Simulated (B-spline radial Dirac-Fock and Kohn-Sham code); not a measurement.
**The Ba atom: differential elastic cross section for electrons at 926 eV**

These are calculated numbers from a radial B-spline solver; the model is relativistic (Dirac) partial waves in the static field of the Dirac-Fock atom with Furness-McCarthy exchange, without polarisation or absorption potentials.

```tsv
θ (°)	dσ/dΩ (Å²/sr)	Sherman function
0	147	0.000
0.5	144	0.000
1	135	0.000
2	108	0.000
4	51.8	0.000
8	11.6	0.000
12	3.85	0.000
16	1.64	-0.001
24	0.535	-0.006
32	0.237	-0.005
45	0.106	0.023
60	0.0535	0.028
75	0.0243	-0.071
90	0.0278	-0.057
105	0.0379	0.036
120	0.0154	0.141
135	0.00453	-0.229
150	0.0870	-0.055
165	0.237	-0.019
180	0.314	0.000
```

The total elastic cross section is 4.25 Å², the first transport cross section 0.687 Å² and the second, weighted with (3/2) sin²θ, 0.641 Å². The mean deflection is ⟨1 − cos θ⟩ = 0.162, and 7.0 % of the collisions scatter beyond 90°.

On this grid of angles the cross section has minima near 75°, 135°, from interference among the few low partial waves with large phase shifts.
